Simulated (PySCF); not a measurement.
Species: C₄H₄O₄.
InChI=1S/C4H4O4/c1-2-3(5)8-4(6)7-2/h5H,1H3

Torsions of this conformer, `[CH3:1][c:2]1[o:3][c:4](=[O:5])[o:6][c:7]1[OH:8]`: H–O8–C7–O6 -1°.

The closed-shell ground state was solved at several levels (PySCF, density fitting, gas phase, non-relativistic). The structure is a single GFN2-xTB conformer in the gas phase; no vibrational or solvent corrections.

```csv
level,basis functions,total energy (Eh),HOMO (eV),LUMO (eV),gap (eV),dipole (D)
B3LYP/def2-SVPD,204,-455.4106,-6.44,-0.47,5.97,4.22
PBE0/def2-SVPD,204,-454.9244,-6.61,-0.13,6.48,4.22
```

Estimate the row for PBE0/pcSseg-1, a basis of 156 functions; the other rows only guide the guess.

Total energy -455.1835 Eh, HOMO -6.55 eV, LUMO 0.64 eV, gap 7.19 eV, dipole 4.22 D.

Over all these levels, which gives the widest orbital gap and which the narrowest?

PBE0/pcSseg-1 (global hybrid, 25 % exact exchange) has the widest, 7.19 eV, and B3LYP/def2-SVPD (global hybrid, 20 % exact exchange) the narrowest, 5.97 eV. Functional and basis both differ between the two, so the spread mixes both effects.

How far do the dipole and the HOMO energy spread over the levels?

The dipole runs from 4.22 to 4.22 D (mean 4.22 D) and the HOMO from -6.61 to -6.44 eV.
